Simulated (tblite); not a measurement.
Compound: C5H9BF2O2.
Atom-mapped SMILES: `[CH3:1][C:2]1([B:3]([F:4])[F:5])[CH2:6][O:7][CH2:8][O:9][CH2:10]1` (hydrogens: H11, H12, H13 on C1; H14, H15 on C6; H16, H17 on C8; H18, H19 on C10)

Computed with GFN2-xTB (tblite), gas phase: L-BFGS steps from a force-field or distance-geometry start until the largest atomic force falls under 0.01 eV/Å.

Step 4: E = -931.3398 eV
```
atom  x, y, z in Å  |  force x, y, z in eV/Å
C1     -1.3273   -0.9197   -0.7809    0.054   0.111   0.066
C2     -0.5747    0.2034   -0.0179    0.138  -0.144  -0.077
B3     -1.5860    1.3855    0.3484    0.159  -0.249  -0.098
F4     -2.2142    2.0561   -0.5987    0.011   0.021   0.433
F5     -1.8292    1.7228    1.6013   -0.155   0.170  -0.372
C6      0.5853    0.7382   -0.9124   -0.044  -0.048   0.107
O7      1.6004   -0.2307   -1.0859   -0.032   0.070  -0.010
C8      2.1108   -0.6497    0.1462   -0.047   0.056   0.026
O9      1.1409   -1.2858    0.9211   -0.033   0.019   0.056
C10     0.0910   -0.3945    1.2481    0.009   0.050  -0.059
H11    -2.1270   -1.3196   -0.1613    0.012   0.011   0.029
H12    -0.6582   -1.7386   -1.0435    0.092   0.175   0.092
H13    -1.7670   -0.5244   -1.6932    0.025   0.035  -0.002
H14     0.2081    1.0120   -1.9004    0.091  -0.170  -0.005
H15     1.0291    1.6398   -0.4590   -0.056  -0.019   0.099
H16     2.9186   -1.3620   -0.0374   -0.170  -0.112  -0.137
H17     2.5403    0.2165    0.6974   -0.141   0.048  -0.002
H18    -0.6468   -0.9465    1.8346    0.125  -0.130  -0.065
H19     0.4964    0.4063    1.8861   -0.041   0.104  -0.081
```

Step 5: E = -931.3654 eV
```
atom  x, y, z in Å  |  force x, y, z in eV/Å
C1     -1.3251   -0.9132   -0.7773   -0.034  -0.083  -0.052
C2     -0.5713    0.1994   -0.0193    0.148  -0.133  -0.032
B3     -1.5730    1.3662    0.3425   -0.120   0.139   0.038
F4     -2.2137    2.0577   -0.5726   -0.042   0.044  -0.027
F5     -1.8382    1.7327    1.5774   -0.046   0.051   0.042
C6      0.5820    0.7361   -0.9071    0.100   0.014  -0.050
O7      1.5998   -0.2256   -1.0841   -0.002  -0.034  -0.011
C8      2.1084   -0.6484    0.1469   -0.042  -0.009  -0.021
O9      1.1400   -1.2822    0.9244    0.020  -0.034  -0.004
C10     0.0904   -0.3914    1.2444    0.072  -0.061   0.066
H11    -2.1249   -1.3184   -0.1609    0.010   0.026   0.041
H12    -0.6544   -1.7282   -1.0384    0.124   0.076   0.052
H13    -1.7648   -0.5235   -1.6920    0.021   0.059  -0.002
H14     0.2138    1.0023   -1.8997    0.037  -0.107  -0.011
H15     1.0261    1.6373   -0.4542   -0.071   0.015   0.100
H16     2.9085   -1.3676   -0.0449   -0.134  -0.062  -0.088
H17     2.5312    0.2185    0.6965   -0.046   0.069   0.035
H18    -0.6386   -0.9529    1.8301    0.048  -0.096  -0.025
H19     0.4940    0.4104    1.8807   -0.044   0.126  -0.051
```

**Question.** Estimate the geometry and energy of step 6. (The exact step hangs on the optimiser's Hessian estimate; all steps are aligned on step 5, rigid shifts and turns removed.)

**Answer.** E = -931.3686 eV, largest force 0.149 eV/Å
```
atom  x, y, z in Å  |  force x, y, z in eV/Å
C1     -1.3252   -0.9137   -0.7777   -0.016  -0.062  -0.037
C2     -0.5689    0.1972   -0.0200    0.053  -0.046  -0.003
B3     -1.5732    1.3660    0.3424   -0.083   0.106   0.039
F4     -2.2144    2.0586   -0.5708   -0.046   0.044  -0.062
F5     -1.8398    1.7345    1.5762   -0.035   0.037   0.063
C6      0.5830    0.7360   -0.9072    0.080   0.003  -0.039
O7      1.5998   -0.2257   -1.0843    0.018  -0.037  -0.011
C8      2.1077   -0.6483    0.1468   -0.025  -0.009  -0.016
O9      1.1401   -1.2824    0.9248    0.034  -0.034   0.001
C10     0.0914   -0.3919    1.2448    0.058  -0.052   0.049
H11    -2.1246   -1.3180   -0.1602    0.013   0.022   0.034
H12    -0.6522   -1.7262   -1.0372    0.119   0.043   0.035
H13    -1.7644   -0.5225   -1.6920    0.020   0.051  -0.001
H14     0.2148    0.9999   -1.8998    0.031  -0.088  -0.021
H15     1.0249    1.6374   -0.4523   -0.063   0.012   0.087
H16     2.9057   -1.3690   -0.0468   -0.115  -0.053  -0.078
H17     2.5297    0.2196    0.6969   -0.042   0.044   0.022
H18    -0.6372   -0.9549    1.8294    0.041  -0.086  -0.015
H19     0.4932    0.4126    1.8796   -0.041   0.104  -0.048
```

The energy changes by -0.0032 eV. The first-order estimate −F·Δx gives -0.0037 eV and the mean of the old and new forces, exact on a quadratic surface, -0.0032 eV. The step makes an angle of 35° with the force vector and moves no atom by more than 0.004 Å.

What follows is the cost of the whole relaxation. The run took 0.47 s wall on an Arm Neoverse N1 with one thread, no GPU, shared host with 64 logical CPUs at a one-minute load of 58.
